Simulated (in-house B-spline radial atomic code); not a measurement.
Ag3+: [Kr] 4d8

Method: non-relativistic CAM-B3LYP, spin-polarised, spherical fractional occupations, exact exchange averaged over the configuration, point nucleus. Calculated with an all-electron radial atomic-structure program (B-spline basis).

Effective charges: Z_r = [3n² - l(l+1)]/(2<r>) from the radius, Z_e = n√(-2ε) from the energy, and Slater's rules. Values are occupation-weighted means over spin.

| shell | electrons | ε (eV) | <r> (bohr) | Z_r | Z_e | Slater |
| --- | --- | --- | --- | --- | --- | --- |
| 1s | 2 | -24638 | 0.03239 | 46.31 | 42.55 | 46.70 |
| 2s | 2 | -3605.3 | 0.1405 | 42.72 | 32.56 | 42.85 |
| 2p | 6 | -3356.5 | 0.12 | 41.66 | 31.41 | 42.85 |
| 3s | 2 | -698.87 | 0.3809 | 35.45 | 21.50 | 35.75 |
| 3p | 6 | -598.28 | 0.3729 | 33.52 | 19.89 | 35.75 |
| 3d | 10 | -412.61 | 0.3453 | 30.40 | 16.52 | 25.85 |
| 4s | 2 | -132.85 | 0.9355 | 25.65 | 12.50 | 19.25 |
| 4p | 6 | -100.39 | 0.9999 | 23.00 | 10.87 | 19.25 |
| 4d | 8 | -48.211 | 1.239 | 16.95 | 7.53 | 8.55 |

The least bound orbital is 4d down at -47.16 eV, and it is also the most diffuse (<r> = 1.246 bohr).

The density falls to 0.001 bohr⁻³ at 3.062 bohr; Σ<r²> = 26.206 bohr² gives, by the non-relativistic formula and without the paramagnetism of open shells, a Langevin diamagnetic susceptibility of -20.76×10⁻⁶ cm³/mol.
